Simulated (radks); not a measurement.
The numbers below are computed, except where a source is named.
Problem. These are the eigenvalues of the occupied orbitals of an atom or ion with whole-number occupations (eV). Code: a radial shooting solver on a logarithmic mesh with Libxc functionals. Model: scalar-relativistic Kohn-Sham, TASK exchange with Perdew-Wang LDA correlation, spin-polarised, spherical densities, finite nucleus; meta-GGA in the generalised Kohn-Sham scheme; Fermi nuclear charge, rms radius of each element as measured or else 0.836 A^(1/3) + 0.57 fm.

| orbital | eigenvalue |
|---|---|
| 1s down | -73964.68 |
| 1s up | -73964.66 |
| 2s up | -12930.47 |
| 2s down | -12930.12 |
| 2p up | -11262.90 |
| 2p down | -11262.62 |
| 3s up | -3033.691 |
| 3s down | -3033.589 |
| 3p up | -2542.389 |
| 3p down | -2542.273 |
| 3d up | -1991.047 |
| 3d down | -1990.814 |
| 4s up | -660.0017 |
| 4s down | -659.7712 |
| 4p up | -497.9575 |
| 4p down | -497.7507 |
| 4d up | -295.5267 |
| 4d down | -295.2564 |
| 5s up | -113.1722 |
| 5s down | -111.1644 |
| 5p up | -71.6190 |
| 4f up | -69.9127 |
| 4f down | -69.3256 |
| 5p down | -68.6350 |
| 5d up | -24.3691 |
| 5d down | -19.6638 |

Which element is it, and in what charge state? The configuration may be excited. Open shells, if any, are filled with parallel spins first.

Solution. Z = 76, osmium, charge +2: Os2+ in [Xe] 4f14 5d6. The list shows which subshells hold electrons but not how many an open one holds; the 1s level, -2718.2 hartree, gives Z - s = 73.7 by -(Z - s)^2/2, which with screening and relativity narrows Z to a few neighbours, and the depths of the outer levels then fix element, charge and occupations together.
